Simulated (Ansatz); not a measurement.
Job for Ansatz (a first-principles code): R-PBE0/def2-TZVPP on CH7AsSi (SMILES C[SiH2][AsH2]), a point of a torsion scan.

Ansatz 0.2 input:
```yaml
crystal:
  periodic: [false, false, false]
  atoms:
    - {symbol: C, position_ang: [-1.13221326, 0.68463628, 0.05479020]}
    - {symbol: Si, position_ang: [-0.13046903, -0.92905464, -0.09130984]}
    - {symbol: As, position_ang: [2.17264893, -0.54586585, -0.17036577]}
    - {symbol: H, position_ang: [-2.20158302, 0.49870648, 0.07935275]}
    - {symbol: H, position_ang: [-0.93015470, 1.34444642, -0.78567880]}
    - {symbol: H, position_ang: [-0.86876633, 1.22065774, 0.96345908]}
    - {symbol: H, position_ang: [-0.57404852, -1.64730673, -1.29834122]}
    - {symbol: H, position_ang: [-0.45788067, -1.77972174, 1.06693509]}
    - {symbol: H, position_ang: [2.06147090, 0.69734551, 0.66606580]}
    - {symbol: H, position_ang: [2.04428899, 0.30359714, -1.40305285]}
basis:
  gaussian:
    orbitals: def2-TZVPP
hamiltonian:
  xc: {name: PBE0}
scf: {lower_state_search: off}
```

Program output:

```
WARN ansatz: RAYON_NUM_THREADS=1 ignored (pool sized by the plan → 1); use --threads N
Functional definition: PBE0
these checks for a lower state are left out or cut short: stability, starts, cluster_reference, orbital_swaps, neighbouring_geometries, increment
integrals: 0.15 GiB planned
1307 factors; their error is unknown
mean field: 1.24 GiB planned
mean field evaluation 1: about -69853.3485 eV, gradient 4.9e1 eV
mean field evaluation 2: about -69850.6034 eV, gradient 5.4e1 eV
mean field evaluation 4: about -69858.7129 eV, gradient 1.8e0 eV
mean field evaluation 8: about -69858.9802 eV, gradient 7.9e-2 eV
mean field evaluation 16: about -69858.9802 eV, gradient 1.7e-6 eV
mean field -69858.98020311 eV, -2567.2701703468 hartree, gradient 1.7e-6 eV, S^2 0.000000; 0 other end points of the search recorded, 0 dependent functions left out
reference -69858.98023515 eV, -2567.2701715241 hartree; 30, 30 occupied and 189, 189 virtual orbitals, 1307 factors
Total energy: -69858.98023515 eV, -2567.2701715241 hartree
Checks for a lower state left out: stability, starts, cluster_reference, orbital_swaps, neighbouring_geometries, increment
```

The calculation finished and met its thresholds.

Cost: about 3.0 core-seconds (a rough figure).
